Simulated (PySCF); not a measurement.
C2H2F, SMILES [CH]=CF, multiplicity 2. Geometry: B3LYP-D3(BJ)/def2-TZVP. The isomer is the one that the SMILES or the coordinates give; other isomers of the formula were not compared.

**Question.** Give the equilibrium geometry at B3LYP-D3(BJ)/def2-TZVP (PySCF confirms it by a frequency run) as a Z-matrix, and its point group. (The exact figures need the calculation; the answer reports its results.)

**Answer.** point group Cs.
```
C
C 1 1.2993
F 1 1.3620 2 122.94
H 2 1.0735 1 143.69 3 0.00
H 1 1.0829 2 125.50 4 180.00
```
Charge 0, spin multiplicity 2.
